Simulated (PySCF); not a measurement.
A calculated (UHF, PySCF 2.14, cc-pVDZ, no relativity, point nucleus) atom or ion has these occupied shells.

```csv
shell,electrons,orbital energy (eV),"rms radius, mean of both spins (bohr)"
1s α,1,-444.48,0.265
1s β,1,-442.42,0.265
2s α,1,-44.208,1.39
2s β,1,-35.650,1.39
2p α,2,-30.373,1.40
```

Q: Name the element and its charge.

A: N⁺ (nitrogen, charge +1), in [He] 2s2 2p2, high-spin 3P determinant.
